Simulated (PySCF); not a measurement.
C2H10FNSi2. Atoms are numbered in the order given.

```xyz
16

F     -2.7071     1.0232     0.9966
C     -2.5363    -0.2312     0.4113
Si    -1.2044    -0.1169    -0.9469
N      0.3558     0.3656    -0.3717
C      1.1786    -0.4141     0.5482
Si     3.0238    -0.2385     0.1244
H     -3.5053    -0.5711    -0.0017
H     -2.2497    -0.9540     1.1984
H     -1.6331     0.9039    -1.9414
H     -1.1160    -1.4800    -1.5560
H      0.5839     1.3548    -0.3969
H      1.0027    -0.1636     1.6148
H      0.9187    -1.4834     0.4491
H      3.8747    -0.9201     1.1462
H      3.3724     1.2141     0.0978
H      3.2996    -0.8213    -1.2195
```

The structure is a stationary point at B3LYP-D3(BJ)/def2-SVP. The structure was generated by enumeration, and PubChem lists no compound with its InChIKey, so it may never have been made. Other conformers were not sampled.

All values below come from B3LYP/pcSseg-1 (PySCF).

GIAO shieldings, no solvent; atoms listed in one row are averaged. δ = σ(ref) − σ: ¹⁹F against CFCl3 (σ = 161.7 ppm); ¹³C against TMS (σ = 181.3 ppm); ²⁹Si against TMS (σ = 338.7 ppm); ¹⁵N against NH3 (σ = 265.5 ppm); ¹H against TMS (σ = 31.68 ppm), references at their B3LYP-D3(BJ)/def2-TZVP geometries, non-relativistic.

Question: Estimate the chemical shifts. (Estimate from the structure and the level; the computed values follow.)

Answer: 
| nucleus | atoms | count | δ (ppm) |
|---|---|---|---|
| ¹⁹F | F1 | 1 | -302.8 |
| ¹³C | C2 | 1 | 81.4 |
| ¹³C | C5 | 1 | 30.8 |
| ²⁹Si | Si3 | 1 | -34.2 |
| ²⁹Si | Si6 | 1 | -65.3 |
| ¹⁵N | N4 | 1 | 21.1 |
| ¹H | H8 | 1 | 4.98 |
| ¹H | H9 | 1 | 4.86 |
| ¹H | H10 | 1 | 4.61 |
| ¹H | H7 | 1 | 4.42 |
| ¹H | H14, H15, H16 | 3 | 4.07 |
| ¹H | H12 | 1 | 3.17 |
| ¹H | H13 | 1 | 2.56 |
| ¹H | H11 | 1 | 0.40 |
